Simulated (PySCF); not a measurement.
Species: C7H12N (doublet state).
Z-matrix (Å and degrees, GFN2-xTB geometry), rows numbered from 1:
```
C 
C   1  1.3685
C   2  1.3784  1  124.61
C   3  1.4864  2  123.73  1  -178.64
C   4  1.5129  3  109.31  2   109.55
C   5  1.3224  4  122.32  3   -93.52
C   5  1.5047  4  115.05  3    86.00
N   7  1.4597  5  109.67  4    56.42
H   1  1.0744  2  121.67  3  -179.36
H   1  1.0759  2  121.04  3     0.37
H   2  1.0839  1  118.00  3   179.41
H   3  1.0802  2  119.07  1    -1.38
H   4  1.0906  3  110.16  2   -11.30
H   4  1.0935  3  110.34  2  -132.60
H   6  1.0768  5  121.77  4    -0.19
H   6  1.0777  5  122.02  4   179.18
H   7  1.0953  5  109.20  4   -60.71
H   7  1.1024  5  109.45  4  -178.61
H   8  1.0151  7  109.91  5    63.41
H   8  1.0139  7  110.36  5  -177.70
```

The hyperfine couplings belong to this conformer and change with its torsions.

The species is `C=C[CH]CC(=C)CN` [radical].

Method used: UKS B3LYP, pcH-1 on C H N, non-relativistic, mean-field spin-orbit, GIAO in PySCF. One conformer (not necessarily the lowest) at the GFN2-xTB geometry, without solvent, vibrations or thermal averaging. A GFN2-xTB geometry isn't a minimum of the functional, and hyperfine couplings can be far from their values at a DFT geometry. Stability of the SCF solution: not tested. ⟨S²⟩ is 0.775 where a pure state has 0.75.

(1) Predict the first-order ENDOR lines of H9, H12, H10, H13/H14, H11, H16 and H17/H18 under fast tumbling at B = 1219.3 mT (Q band).

(2) Which pairs are centred on the nuclear Larmor frequency, and which on half the coupling?

(3) At what field would the lower line of H9 fall to zero frequency?

Answers

(1) ν± = |νn ± a/2|, one line for each electron-spin manifold; νn = |g_N| × 7.62259 MHz/T × B.

```csv
nuclei,isotope,g_N,νn (MHz),a_iso (MHz),lower line (MHz),upper line (MHz)
H9,1H,5.5857,51.91,-41.17,31.33,72.50
H12,1H,5.5857,51.91,-39.70,32.07,71.76
H10,1H,5.5857,51.91,-39.06,32.39,71.44
H13/H14,1H,5.5857,51.91,29.86,36.98,66.85
H11,1H,5.5857,51.91,11.61,46.11,57.72
H16,1H,5.5857,51.91,1.97,50.93,52.90
H17/H18,1H,5.5857,51.91,0.55,51.64,52.19
```

(2) Centred on νn, since |a| < 2νn: H9, H12, H10, H13/H14, H11, H16 and H17/H18. No pair has |a| > 2νn.

(3) Where νn = |a|/2, that is B = 20.59 MHz/(5.5857 × 7.62259 MHz/T) = 484 mT, as far as first order holds there.

Class means assume fast exchange of nuclei equivalent by connectivity; if that motion is slow, each nucleus keeps its own coupling. The 1H value of +29.9 MHz is a mean of couplings from 3.2 to 56.5 MHz in this one geometry, not an average over conformers.

The largest Mulliken spin populations are on C1 (+0.67), C3 (+0.66) and C2 (-0.26). The positive populations add up to 1.39 and the negative ones to -0.39, together 2S = 1. The angles at C1 add up to 360.0°, so it is planar; its axial dipolar tensor and the negative couplings of its protons fit spin in a p orbital normal to that plane.
